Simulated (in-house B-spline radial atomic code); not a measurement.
Results of a calculation; reference values are marked as such.
**Weak and strong correlation along the adiabatic connection**

Two-electron singlets in several external potentials (atomic units), by full CI in B-splines with partial waves to l = 8 (correlation energies up to 0.6 % small). The repulsion is scaled by λ at fixed density; W(λ) is the mean repulsion less the Hartree energy, W(0) = E_x, and the area under W from 0 to 1 is E_xc.

Relative drop (W(λ) − E_x)/E_x:

```json
{"system": "−V exp(−r²/w²), V = 2.11, w = 7.48", "λ = 0.12": "0.0318", "λ = 0.25": "0.0610", "λ = 0.4": "0.0893", "λ = 0.6": "0.1201", "λ = 0.8": "0.1449", "λ = 1": "0.1652"}
{"system": "−V exp(−r²/w²), V = 13.6, w = 4.42", "λ = 0.12": "0.0146", "λ = 0.25": "0.0293", "λ = 0.4": "0.0449", "λ = 0.6": "0.0638", "λ = 0.8": "0.0808", "λ = 1": "0.0960"}
{"system": "−V exp(−r²/w²), V = 19.8, w = 1.66", "λ = 0.12": "0.0083", "λ = 0.25": "0.0168", "λ = 0.4": "0.0263", "λ = 0.6": "0.0382", "λ = 0.8": "0.0493", "λ = 1": "0.0598"}
{"system": "−Z/r, Z = 3.91, wall at 1.14 bohr", "λ = 0.12": "0.0045", "λ = 0.25": "0.0093", "λ = 0.4": "0.0147", "λ = 0.6": "0.0216", "λ = 0.8": "0.0283", "λ = 1": "0.0347"}
{"system": "−Z/r, Z = 12", "λ = 0.12": "0.0015", "λ = 0.25": "0.0032", "λ = 0.4": "0.0051", "λ = 0.6": "0.0075", "λ = 0.8": "0.0100", "λ = 1": "0.0124"}
{"system": "−V exp(−r²/w²), V = 13.7, w = 11.7", "λ = 0.12": "0.0239", "λ = 0.25": "0.0468", "λ = 0.4": "0.0699", "λ = 0.6": "0.0963", "λ = 0.8": "0.1186", "λ = 1": "0.1375"}
{"system": "−V exp(−r²/w²), V = 0.74, w = 13.3", "λ = 0.12": "0.0566", "λ = 0.25": "0.1022", "λ = 0.4": "0.1410", "λ = 0.6": "0.1782", "λ = 0.8": "0.2049", "λ = 1": "0.2250"}
```

(1) Order the systems by how far second-order (GL2) theory, half the initial slope (estimated from the first points of each curve), overshoots the correlation energy, least first.
A. −V exp(−r²/w²), V = 2.11, w = 7.48
B. −V exp(−r²/w²), V = 19.8, w = 1.66
C. −V exp(−r²/w²), V = 13.7, w = 11.7
D. −V exp(−r²/w²), V = 0.74, w = 13.3
E. −Z/r, Z = 12
F. −V exp(−r²/w²), V = 13.6, w = 4.42
G. −Z/r, Z = 3.91, wall at 1.14 bohr

(2) What else changes along this order?

## Answers

(1) E (GL2/E_c = 1.02), G (GL2/E_c = 1.06), B (GL2/E_c = 1.11), F (GL2/E_c = 1.20), C (GL2/E_c = 1.34), A (GL2/E_c = 1.46), D (GL2/E_c = 1.87).

(2) The ratio follows the bend of the curve. With it the leading natural occupation goes from 2.000 to 1.801 and −T_c/E_c from 0.98 to 0.54 between the first and the last.
